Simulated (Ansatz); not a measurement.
One change: `OCOCO` becomes `OC[O][SnH3]`.

Ansatz, PBE0-D4/def2-TZVP geometries, multiplicity 1. Each molecule was computed in one conformer, which needn't be the lowest.

Elements past krypton have def2 core potentials.

| property | `OCOCO` |
| --- | --- |
| LUMO energy (PBE0/def2-TZVPP) / eV | 0.76 |
| HOMO energy (B3LYP/def2-TZVPP) / eV | -7.89 |
| LUMO energy (PBE/def2-TZVPP) / eV | -0.14 |
| HOMO–LUMO gap (B3LYP/def2-TZVPP) / eV | 8.26 |
| HOMO–LUMO gap (PBE0/def2-TZVPP) / eV | 8.88 |
| HOMO–LUMO gap (PBE/def2-TZVPP) / eV | 6.32 |

Question: What does the change do to each property? (Best estimate.)

Answer: Ansatz gave: 
| property | `OC[O][SnH3]` | shift |
| --- | --- | --- |
| LUMO energy (PBE0/def2-TZVPP) / eV | -0.50 | -1.26 |
| HOMO energy (B3LYP/def2-TZVPP) / eV | -7.31 | 0.58 |
| LUMO energy (PBE/def2-TZVPP) / eV | -1.26 | -1.12 |
| HOMO–LUMO gap (B3LYP/def2-TZVPP) / eV | 6.56 | -1.70 |
| HOMO–LUMO gap (PBE0/def2-TZVPP) / eV | 7.02 | -1.86 |
| HOMO–LUMO gap (PBE/def2-TZVPP) / eV | 4.71 | -1.61 |

With PBE0 the HOMO rises by 0.60 eV and the LUMO falls by 1.26 eV, so the gap narrows by about 1.86 eV. PBE moves the HOMO by 0.49 eV and ωB97M-V by 0.65 eV.

B3LYP here is the variant with VWN-RPA as its local correlation; programs differ in this.
